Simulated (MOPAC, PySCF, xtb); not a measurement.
Complex: H4O2Si (SMILES O[SiH2]O) (first 7 atoms) with NH3 (SMILES N); geometry from B3LYP-D3(BJ)/def2-TZVP, rigid monomers moved along the line of their centres of mass till H4···N8 is 3.26 Å.
(charge 0, multiplicity 1):
```xyz
11

O     -0.0474     1.0406     1.3171
Si    -0.6369     0.3566    -0.0399
O      0.3943     0.5073    -1.3182
H      0.1114     0.4693     2.1035
H     -1.8613     1.0405    -0.4961
H     -0.9125    -1.0815     0.2356
H      1.3118     0.2579    -1.1826
N      0.5316    -1.0680     4.9478
H      0.2001    -2.0066     4.7539
H      1.4917    -1.1387     5.2654
H     -0.0200    -0.6996     5.7147
```

Monomers are frozen at their geometry in the pair; levels with a basis set take the counterpoise correction. Rows marked so take none.

Rows in 6-31G* carry no dispersion term and start afresh at each structure (6-31G* with six Cartesian d functions). MP2/6-31G* freezes PySCF's default core. The state reached by PM3, PM6 isn't checked.

Run with MOPAC for PM3, PM6 (differences of heats of formation); PySCF for 6-31G* rows; xtb for the GFN methods. Each number belongs to the level named beside it.

Task: One of these levels gives -97.9 meV for the interaction energy. Name it.
A) GFN2-xTB
B) PM3
C) MP2/6-31G* (no counterpoise)
D) PM6

Result: D, PM6. The others give -18.2 (PM3), -84.0 (GFN2-xTB), -169.5 (MP2/6-31G* (no counterpoise))
